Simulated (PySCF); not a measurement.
H3ClO2SSi (SMILES O[Si](O)(S)Cl), singlet, geometry from GFN2-xTB, with bond 8-4 at 1.8 times its length.

Input for PySCF:
```python
from pyscf import gto, scf, mcscf, mp
import numpy

mol = gto.M(
    atom='''
O     0.057108   -0.810598   -1.633328
Si    0.030396   -0.333457   -0.094607
O     0.345918   -1.621440    0.831528
S     1.575415    1.128824    0.161406
Cl   -1.786102    0.433674    0.355383
H    -0.125110   -1.715120   -1.877926
H     0.485580   -1.547790    1.771924
H     0.804044    2.614080   -1.531509
''',
    basis='6-31g',
    charge=0,
    spin=0,
    verbose=4,
)

mf = scf.RHF(mol)
mf.kernel()
mc = mcscf.CASSCF(mf, 3, 2)
mc.fix_spin_(ss=0.0)
noons, natorbs = mcscf.addons.make_natural_orbitals(mp.MP2(mf).run())
mc.kernel(natorbs)
occ = numpy.linalg.eigvalsh(mc.fcisolver.make_rdm1(mc.ci, mc.ncas, mc.nelecas))[::-1]
ss = mc.fcisolver.spin_square(mc.ci, mc.ncas, mc.nelecas)[0]
print('natural occupations', occ.round(4), ' <S^2>', round(ss, 4))
```

Task: Estimate the SCF-reference Mulliken (on the basis functions themselves) charges in atom order that CASSCF(2,3)/6-31G (PySCF) returns for this input.

Result: O1 -0.93, Si2 1.43, O3 -0.94, S4 -0.35, Cl5 -0.33, H6 0.48, H7 0.47, H8 0.17

Task: Predict the number of basis functions from CASSCF(2,3)/6-31G.

Result: 63

Task: What natural occupations of the active orbitals does CASSCF(2,3)/6-31G give?

Result: 1.66, 0.34, 0.00
